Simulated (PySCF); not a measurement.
Isomers of C7H13Al and their computed core-level spectra.

Computed, not measured: PySCF, delta-SCF UKS SCAN, pcX-2 on the ionised atom, pcseg-1 elsewhere, spin-free X2C. Geometries: PBE0-D3(BJ)/def2-SVP; isolated species, one conformer each.

Line lists (1s up to Mg, 2p3/2 beyond, nothing for Al; areas count atoms within a level, one atom standing for each set equivalent by bonding):
1. C 1s: 289.47 (area 1), 289.70 (area 1), 290.18 (area 1), 290.26 (area 2), 290.37 (area 1), 290.73 (area 1) eV
2. C 1s: 289.32 (area 1), 289.53 (area 1), 290.19 (area 2), 290.31 (area 1), 290.48 (area 2) eV
3. C 1s: 289.27 (area 1), 289.36 (area 1), 289.36 (area 1), 290.09 (area 1), 290.17 (area 1), 290.30 (area 1), 290.42 (area 1) eV
4. C 1s: 289.06 (area 1), 289.43 (area 1), 290.11 (area 1), 290.20 (area 3), 291.60 (area 1) eV

Structures:
A. `CC#[C][AlH][C](C)(C)C`
B. `C1C[CH]([AlH][CH]2CC2)C1`
C. `C=C(C)[C@H]1C[CH2][AlH][CH2]1`
D. `C#[C][AlH][C](C)(C)CC`

Question: Match each list to its structure.

Answer: 
- 1 = D: no other candidate has these counts of sites. C 1s: 289.47 sp3 carbon without hydrogen, 289.70 alkyne carbon, 290.18 terminal alkyne carbon, 290.26 methyl carbon (×2), 290.37 chain CH2 carbon, 290.73 methyl carbon.
- 2 = B: no other candidate has these counts of sites. C 1s: 289.32 four-membered-ring carbon, 289.53 three-membered-ring carbon, 290.19 four-membered-ring carbon (×2), 290.31 four-membered-ring carbon, 290.48 three-membered-ring carbon (×2).
- 3 = C: no other candidate has these counts of sites. C 1s: 289.27 ring CH2 carbon, 289.36 ring CH2 carbon, 289.36 terminal =CH2 carbon, 290.09 fully substituted alkene carbon, 290.17 ring CH2 carbon, 290.30 allylic carbon, 290.42 allylic carbon.
- 4 = A: no other candidate has these counts of sites. C 1s: 289.06 alkyne carbon, 289.43 sp3 carbon without hydrogen, 290.11 alkyne carbon, 290.20 methyl carbon (×3), 291.60 propargylic carbon.

4 of these hole states are spin-contaminated (⟨S²⟩ up to 0.87, against 0.75; counted from 0.85) and less certain.
